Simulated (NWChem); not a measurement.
System: CH$_{3}$Li; SMILES [Li][CH3]

NWChem input:

```
start job
memory heap 200 mb stack 900 mb global 1100 mb
geometry units angstroms
  Li     0.000000     0.000000    -1.578787
  C      0.000000     0.000000     0.383494
  H      0.715555     0.715555     0.812104
  H      0.261911    -0.977466     0.812104
  H     -0.977466     0.261911     0.812104
end
basis spherical
  Li library 6-31g*
  C library 6-31g*
  H library 6-31g*
end
dft
  xc hfexch
  iterations 150
end
driver
  maxiter 120
end
task dft optimize
task dft freq
```

The level has its own optimisation; frequencies are unscaled.

What results follow from this input? (Hartree-Fock/6-31G* (spherical d).) Quantities: r C–Li (Å); r C–H (Å); highest harmonic frequency (cm⁻¹); lowest (cm⁻¹); zero-point energy (kcal/mol); dipole (D).


```json
{
  "r C–Li (Å)": "2.000",
  "r C–H (Å)": "1.093",
  "highest harmonic frequency (cm⁻¹)": "3161",
  "lowest (cm⁻¹)": "507",
  "zero-point energy (kcal/mol)": "22.3",
  "dipole (D)": "5.71"
}
```
